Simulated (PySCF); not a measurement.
SMILES BC[SiH2]B (CH8B2Si) at its GFN2-xTB optimised geometry (Å):

```
12

B      1.4997     0.3810    -0.9565
C      1.1793    -0.7736     0.0000
Si    -0.7759    -0.7736     0.0000
B     -1.2518     1.1150     0.0000
H      1.5559     1.4803    -0.5452
H      1.6277     0.1965    -2.1066
H      1.4692    -0.6153     1.0364
H      1.5041    -1.7657    -0.3010
H     -1.1253    -1.6144     1.1646
H     -1.1887    -1.5985    -1.1537
H     -1.1995     1.7657     0.9715
H     -1.5559     1.6683    -0.9854
```

Calculation: PySCF with PBE/def2-TZVP.

Map of the HOMO−1 amplitude (bohr^(-3/2)) on the plane z = 1.0 Å; orbital energy -7.60 eV, overall sign arbitrary:

```
|33333333333333333333333333333|
|33333333333333333333333333333|
|33333333333333333333333333333|
|33333333333333333333333333333|
|33333333333333333333333333333|
|33333333333333333333333333333|
|33333333333333333333333333333|
|33333333333333333333333333333|
|33333333332233333333333333333|
|33333333332222333333333333333|
|33333333322222333333333333333|
|33333333322222233333333333333|
|33333333322222223333333333333|
|33333333332222222233333333333|
|33333333333322222222333333333|
|33333334444332222111233333333|
|33333344455443221100123333333|
|33333344566543221000123333333|
|33333445677754321101123333333|
|33333445689864322111223333333|
|33333445689864332222223333333|
|33333444567654332222233333333|
|33333344555544333333333333333|
|33333334444444333333333333333|
|33333333444433333333333333333|
|33333333333333333333333333333|
|33333333333333333333333333333|
|33333333333333333333333333333|
|33333333333333333333333333333|
```
Scale: ten equal steps from -0.101 (start of '0') to 0.197 (end of '9'), in the order '0123456789'; x runs from -4.00 to 4.00, y from -4.00 (bottom) to 4.00 (top).
